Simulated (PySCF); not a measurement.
# How methods differ on the ionisation energy of Pd³⁺

Pd³⁺ [Kr] 4d7 [4d3/2^4 4d5/2^3, M_J = 9/2] → Pd⁴⁺ [Kr] 4d6 [4d3/2^4 4d5/2^2, M_J = 4], as a difference of total energies. Computed with PySCF 2.14 in x2c-SVPall-2c (6s8p6d1f, 67 functions), with the two-component X2C-1e Hamiltonian. Correlated levels: [Ar] 3d10 frozen; the 6 highest virtual spinors dropped. "Screened" scales the spin-orbit matrix elements by Boettger's factors to mimic the two-electron term; Breit and QED terms are absent.

```json
{"method": "GHF (spin-free)", "ionisation energy (eV)": "46.178"}
{"method": "GMP2 (spin-free)", "ionisation energy (eV)": "47.116"}
{"method": "GHF (screened spin-orbit)", "ionisation energy (eV)": "46.250"}
{"method": "GMP2 (screened spin-orbit)", "ionisation energy (eV)": "47.191"}
```

Q: How much does correlation contribute at GMP2 (screened spin-orbit)?

A: 47.191 − (46.250) = 0.941 eV, measured against GHF (screened spin-orbit).

The spin-free rows relax to the high-spin LS determinant and lack the spin-orbit shift.

Errors of the correlated levels include the incompleteness of this basis and the frozen core.

The labels give the starting determinants; with spin-orbit coupling the two ends relaxed to ⟨J²⟩ = 24.76, ⟨L²⟩ = 12.21, ⟨S²⟩ = 3.69 and ⟨J²⟩ = 20.01, ⟨L²⟩ = 6.13, ⟨S²⟩ = 5.94.

For comparison: 46 ± 1.7 eV (theoretical estimate listed by NIST; NIST Atomic Spectra Database, ionization energies).
